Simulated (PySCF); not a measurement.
Si(Br)(Me) (CH3BrSi), SMILES C[Si]Br (connectivity only; charge and spin as stated), neutral, multiplicity 1. Geometry: PBE-D3(BJ)/def2-TZVP.

TDA-M06-2X/def2-SVPD (PySCF) puts the lowest singlet excitations at 2.85, 4.78, 5.32, 5.67, 5.71, 6.48 eV.

What are the lowest excitation roots from ADC(2)/aug-cc-pVDZ run with PySCF? (Estimate from the structure and the level; the computed values follow.)

2.88, 4.83, 5.15, 5.64, 5.89, 6.06 eV. S1 differs by 0.03 eV (second minus first; roots are paired by order, and the bases may differ).
